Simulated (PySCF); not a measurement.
TDDFT excited states: C3H4F2O2S

Species: C3H4F2O2S.
InChI=1S/C3H4F2O2S/c4-1-2-8(6,7)3-5/h1-2H,3H2/b2-1-

Level of theory: TDDFT PBE0/def2-SVPD, vertical, gas phase, core orbitals frozen in the response in PySCF. Isolated species at its GFN2-xTB geometry (one conformer only). Torsions of this conformer, `[O:1]=[S:2](=[O:3])(/[CH:4]=[CH:5]\[F:6])[CH2:7][F:8]`: O1–S2–C4–C5 59°, O1–S2–C7–F8 -155°.

Q: List the vertical singlet excitations with oscillator strengths and describe the spectrum.

A: 

```csv
state,E (eV),ν̃ (cm⁻¹),f,|μ| (D),"main configurations (H = HOMO, L = LUMO)"
S1,5.86,47280,0.0026,0.34,"H→L (54%), H-1→L (44%)"
S2,6.35,51180,0.061,1.59,"H-1→L (39%), H-2→L (28%), H→L (26%)"
S3,6.78,54660,0.038,1.21,"H-2→L (52%), H-3→L (34%)"
S4,7.10,57280,0.013,0.70,"H-4→L (61%), H-3→L (24%), H-2→L (10%)"
S5,7.28,58700,0.114,2.04,"H-3→L (35%), H-4→L (31%), H→L (9%)"
S6,7.62,61460,0.042,1.20,"H→L+1 (47%), H-1→L+1 (25%), H→L+2 (12%)"
```

Triplets (Tamm–Dancoff): T1 4.26 eV, H→L (44%), H-1→L (31%), H-2→L (14%); T2 5.56 eV, H-1→L (50%), H→L (45%).

The lowest singlet lies at 5.86 eV (212 nm, ultraviolet) and is very weak; its leading configuration is HOMO→LUMO (54%). The strongest level in the table is S5 at 7.28 eV (170 nm, f = 0.114). Löwdin shares by element: HOMO oxygen 42%, carbon 31% or more (atoms not listed hold the other 26%); LUMO carbon 59% or more, sulfur 11%, fluorine 8% or more (atoms not listed hold the other 22%). Of the 6 states listed, 5 reach f = 0.01 and none stays under 0.0005. The oscillator strengths of these states sum to 0.270; summed over the whole spectrum of an exact calculation they would give the number of electrons, 72 (Thomas–Reiche–Kuhn). The listed states span 1.76 eV, and the widest gap between neighbours is 0.48 eV (S1 to S2). Singlets were solved by full linear response, triplets in the Tamm–Dancoff approximation.
